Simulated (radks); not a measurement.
Results of a calculation; reference values are marked as such.
Ionisation of La+, [Xe] 5d2, to La2+, [Xe] 5d1, under several functionals. Dirac Kohn-Sham, spin-unpolarised, spherical densities, finite nucleus; open shells are shared between the two j in proportion to 2j + 1; a radial shooting solver on a logarithmic mesh with Libxc functionals.

functional         E(La+) (hartree)  Exc (hartree)  IE (eV)  -e(HOMO) (eV)  <r> HOMO (bohr)  IE error (eV)
exchange-only B88        -8494.7647      -201.6644    9.985          6.359            3.012         -1.200
PBE                      -8496.9100      -203.8455   10.814          7.091            2.918         -0.371
PW91                     -8498.0089      -204.9599   10.852          7.121            2.917         -0.333
AM05                     -8490.7483      -197.6162   10.754          7.039            2.906         -0.431
BLYP                     -8497.6433      -204.5751   10.738          7.027            2.954         -0.447

NIST Atomic Spectra Database: 11.185 eV (measured). Closest: PW91. The Delta-SCF values span 0.87 eV, the total energies 7.26 hartree. The highest occupied level is 5d5/2. Spin polarisation and multiplet splitting are left out, so open shells lie too high by an amount that depends on their filling. Sharing an open shell by 2j + 1 raises it above the true ground level by a part of the spin-orbit splitting, which enters the differences from NIST.

Beside tabulated values, note that spin-unpolarised runs miss the spin-polarisation part of the exchange energy of open shells.
